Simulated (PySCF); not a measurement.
Excitation energy of Mn by level of theory

Mn [Ar] 3d5 4s2 (6S) → Mn [Ar] 3d6 4s1 (6D), as a difference of total energies. All numbers are calculated (PySCF 2.14, the spin-free X2C one-electron Hamiltonian (Gaussian nucleus), in x2c-TZVPPall with one added diffuse shell each of s, p, d, f type (7s6p5d3f1g, 80 functions)). Correlated levels: valence: [Ar] frozen; valence and next inner shell: [Ne] frozen. The calculations carry no spin-orbit coupling.

| method | excitation energy (eV) | error (eV) |
| --- | --- | --- |
| UHF | 3.382 | +1.237 |
| LDA | 1.193 | -0.952 |
| PBE | 1.066 | -1.079 |
| PBE0 | 1.582 | -0.563 |
| r2SCAN | 1.415 | -0.730 |
| B2PLYP | 1.976 | -0.169 |
| M06 | 2.484 | +0.339 |
| r2SCANh | 1.592 | -0.553 |
| PW91 | 1.012 | -1.133 |
| MP2 (valence) | 2.260 | +0.115 |
| SCS-MP2 (valence) | 2.266 | +0.121 |
| MP2 (valence and next inner shell) | 1.857 | -0.288 |
| SCS-MP2 (valence and next inner shell) | 2.025 | -0.120 |

Reference: 2.145 eV (measured; NIST levels, between the centres of gravity of the two terms).

Errors of the correlated levels include the incompleteness of this basis and the frozen core.
